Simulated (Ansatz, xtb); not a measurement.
F2HNSiSn: which of two structures lies lower

Structure X is `F[Si]1(F)[NH][Sn]1`, a singlet and structure Y is a singlet given by its coordinates. Both are isolated molecules in the gas phase, relaxed with B3LYP-D3(BJ)/def2-SVP.

X (Å):

```yaml
atoms:
  - { symbol: F, position_ang: [-1.2075, 0.6746, -1.2677] }
  - { symbol: F, position_ang: [-0.9388, 0.0446, -3.7135] }
  - { symbol: N, position_ang: [-0.0730, 2.6162, -2.9620] }
  - { symbol: Si, position_ang: [-0.2527, 0.9641, -2.5562] }
  - { symbol: Sn, position_ang: [1.9788, 2.1967, -2.6285] }
  - { symbol: H, position_ang: [-0.6246, 3.4291, -3.2320] }
```

Y (Å):

```xyz
6

F    -2.0015    0.1616   -3.7392
F     2.1362    2.7154   -3.1016
N    -0.4893    1.6917   -2.3342
Si   -0.5181    0.8867   -3.8845
Sn    0.9905    2.9071   -1.5114
H    -1.3205    1.5409   -1.7519
```

Close contacts (Å): F1–Si4 1.66, F2–Sn5 1.97, N3–Si4 1.75, N3–Sn5 2.08, N3–H6 1.03.

Quicker runs give these differences E(Y) − E(X): GFN2-xTB −0.524 eV; HF/STO-3G +0.541 eV (at GFN2-xTB geometries); r2SCAN-D4/def2-SVP +0.686 eV (at GFN2-xTB geometries).

Task: Estimate which is lower in electronic energy at CCSD(T)/def2-SVP + ΔMP2/def2-TZVPP, and by roughly how much.

Result: The CCSD(T)/def2-SVP + ΔMP2/def2-TZVPP calculation puts structure X lower, by 0.698 eV.

Level by level:

```csv
level,geometry,E(Y) − E(X) (eV),departure from the last row (eV),"job, with rough time for the two"
GFN2-xTB,GFN2-xTB,−0.524,−1.221,"optimisation, 0.36 s"
HF/STO-3G,GFN2-xTB,+0.541,−0.157,"single point, 2.3 s"
r2SCAN-D4/def2-SVP,GFN2-xTB,+0.686,−0.011,"single point, 6.2 s"
B3LYP-D3(BJ)/def2-SVP,B3LYP-D3(BJ)/def2-SVP,+0.449,−0.249,"optimisation, 79 s"
HF/def2-SVP,B3LYP-D3(BJ)/def2-SVP,+0.338,−0.360,part of the CCSD(T) run
MP2/def2-SVP,B3LYP-D3(BJ)/def2-SVP,+0.559,−0.139,part of the CCSD(T) run
CCSD(T)/def2-SVP,B3LYP-D3(BJ)/def2-SVP,+0.482,−0.216,single point
CCSD(T)/def2-SVP + ΔMP2/def2-TZVPP,B3LYP-D3(BJ)/def2-SVP,+0.698,,"single point, 47 s"
```

GFN2-xTB puts the two in the other order. The largest departure from CCSD(T)/def2-SVP + ΔMP2/def2-TZVPP is that of GFN2-xTB, 1.221 eV. The last row adds to CCSD(T) the change of the MP2 difference between the two basis sets, here +0.216 eV, a large step that makes the value less sure.

With harmonic frequencies from B3LYP-D3(BJ)/def2-SVP (ideal gas, rigid rotor, one conformer each, 298.15 K, 1 atm): on the last row, ΔE + ΔZPE = +0.653, ΔH = +0.676, ΔG = +0.599 eV.

The correlated steps freeze 12 core orbitals; the filled d shell of Sn is correlated, in a basis made for valence electrons. Atoms past krypton carry core potentials in the def2 sets, other sets are all-electron and non-relativistic, and no spin–orbit term is included. Codes used: Ansatz 0.2.0, xtb 6.7.1; the last row on 1 thread of Intel(R) Xeon(R) Platinum 8259CL CPU @ 2.50GHz (Skylake/Cascade Lake) on a shared host.
